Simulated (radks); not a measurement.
Gd, configuration [Xe] 4f8 6s2 (not the ground configuration). Calculated with a radial shooting solver on a logarithmic mesh with Libxc functionals: scalar-relativistic Kohn-Sham, PBE, spin-polarised, spherical densities, point nucleus; open shells are filled with parallel spins first. Some entries of the table are withheld. Estimate them.

orbital,occ.,eigenvalue (eV),<r^2> (bohr^2),<r> (bohr)
1s up,1,-50097.90,0.0006547,0.02190
1s down,1,-50097.90,0.0006547,0.02190
2s up,1,-8265.351,0.01027,0.09327
2s down,1,-8265.314,0.01027,0.09327
2p up,3,-7353.999,0.008281,0.08236
2p down,3,-7353.973,0.008281,0.08236
3s up,1,-1826.558,0.06827,0.2444
3s down,1,-1824.462,0.06817,0.2443
3p up,3,-1544.266,0.06846,0.2431
3p down,3,-1542.180,0.06834,0.2428
3d up,5,-1171.655,0.05753,0.2212
3d down,5,-1170.058,0.05739,0.2210
4s up,1,-363.8020,0.3459,0.5536
4s down,1,-358.8587,0.3458,0.5535
4p up,3,-270.9195,0.3911,0.5864
4p down,3,-266.0023,0.3912,0.5864
4d up,5,-142.5216,0.4733,0.6386
4d down,5,-137.6399,0.4747,0.6393
5s up,1,-47.1136,2.040,(1)
5s down,1,-44.4520,2.104,(2)
5p up,3,-25.0892,(3),1.588
5p down,3,-23.1469,(4),1.624
4f up,7,-4.4160,1.151,0.9162
6s up,1,-3.7596,19.76,4.165
6s down,1,-3.5603,20.93,4.286
4f down,1,-0.2397,1.809,1.050

Answer. 
(1) 5s up <r> (bohr): 1.346
(2) 5s down <r> (bohr): 1.366
(3) 5p up <r^2> (bohr^2): 2.873
(4) 5p down <r^2> (bohr^2): 3.010
